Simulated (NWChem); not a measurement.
# C5H8; SMILES C1CC(=C)C1

```xyz
13

C      0.0000     0.0000    -1.9619
C      0.0000     0.0000    -0.6214
C      0.0000     1.1000     0.4341
C      0.0000     0.0000     1.5400
C      0.0000    -1.1000     0.4341
H      0.0000    -0.9418    -2.5339
H      0.0000     0.9418    -2.5339
H      0.8959     1.7559     0.4184
H     -0.8959     1.7559     0.4184
H      0.8968     0.0000     2.1890
H     -0.8968     0.0000     2.1890
H     -0.8959    -1.7559     0.4184
H      0.8959    -1.7559     0.4184
```
Atoms are numbered in this order, from 1.

All runs: NWChem. Geometry: optimised at PBE-D3(BJ)/def2-SVP. Not confirmed as a minimum by frequencies. Level: B3LYP/def2-SVP with SMD (1 M gas to 1 M solution), gas-phase geometry.

Task: Order these by “cavity-dispersion-structure term (kcal/mol)”, lowest first: benzene; methanol; ethylene glycol; water.

Result: benzene (-2.8), methanol (-0.7), ethylene glycol (1.7), water (3.0)
